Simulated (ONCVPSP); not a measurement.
**Ar (Z = 18): variants of one ONCV potential**

Base potential:

* Element: Ar (Z = 18)
* Generator: ONCVPSP 4.0.1
* Type: optimised norm-conserving Vanderbilt (ONCV)
* Functional: PW91
* Relativity: non-relativistic
* Frozen core: [Ne]
* Valence charge: 8
* Reference configuration: 3s2 3p6
* Partial waves: 3s: rc 1.20 bohr, ncon 3, nbas 7, qcut 6.2 1/bohr, 2 projectors, debl 1 Ha; 3p: rc 1.10 bohr, ncon 3, nbas 8, qcut 9 1/bohr, 2 projectors, debl 2.5 Ha; d scattering state at 0.09 Ha: rc 1.25 bohr, ncon 4, nbas 7, qcut 8.3 1/bohr, 1 projector
* Local potential: polynomial inside 1.05 bohr (lpopt 1, dvloc0 3 Ha)
* Core correction: none

Cutoffs, loose and tight: the cutoffs (Ha) at which the residual kinetic energy of the hardest occupied pseudo-wave falls to 1 and 0.1 mHa per electron. They do not see the model core or the augmentation charge, which bear on the density cutoff. Test errors are all-electron minus pseudo excitation energies from the reference, over the configurations 3s2 3p5; 3s2 3p4; 3s2 3p3; 3s2 3p2. A dash means not determined; rows that change the core or the reference have their own tests.

A true bound ghost makes a file unfit for plane-wave use even where its test errors are small: the radial tests pick states by their node count and pass the ghost by.

```tsv
change	outcome	cutoff, loose	cutoff, tight	bound ghosts	GHOST(+) flags above zero	largest test error (meV)
base	generated	18 Ha	54 Ha	none	s	+157
s: ncon 5, nbas 9	generated	19 Ha	39 Ha	none	s	+153
d: rc 1.2	generated	18 Ha	54 Ha	none	s	+157
local potential polynomial inside 0.75 bohr (lpopt 5, dvloc0 0 Ha)	generated	18 Ha	54 Ha	none	s	+157
core correction Teter function, fcfact 4, rcfact 1.5	generated	18 Ha	54 Ha	none	s	+122
s: qcut 8.9; p: qcut 12.9; d: qcut 11.9	generated	44 Ha	59 Ha	p	s	+133
p: rc 1.26	generated	20 Ha	54 Ha	none	s	+167
p: debl 0.5	generated	18 Ha	54 Ha	none	s	+159
d: nbas 9	generated	18 Ha	54 Ha	none	s	+157
```

**Question.** What comes out with this change to the base: all radii scaled by about 1.27 (s 1.52, p 1.40, d 1.58 bohr); local potential polynomial inside 1.32 bohr (lpopt 1, dvloc0 3 Ha)?

**Answer.** outcome: generated; cutoff, loose: 19 Ha; cutoff, tight: 27 Ha; bound ghosts: none; GHOST(+) flags above zero: none; largest test error (meV): +198.
